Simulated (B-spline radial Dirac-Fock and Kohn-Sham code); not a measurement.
Model: Dirac-Fock energy differences between relaxed states, corrected for Breit and QED terms. Program: an atomic code on a B-spline grid. Free neutral atoms.

Q: Order these X-ray lines by photon energy, lowest first.
A. Ag Mζ2
B. Ca Lβ6
C. Ca Lℓ
D. K Lβ3
E. Cd Mζ2
F. Ti Lη

A: C (298.3 eV), A (307.2 eV), E (334.1 eV), B (351.9 eV), D (362.4 eV), F (397.3 eV).

Values without a named source are computed, but for edge energies of neutral atoms, which are taken from tables.
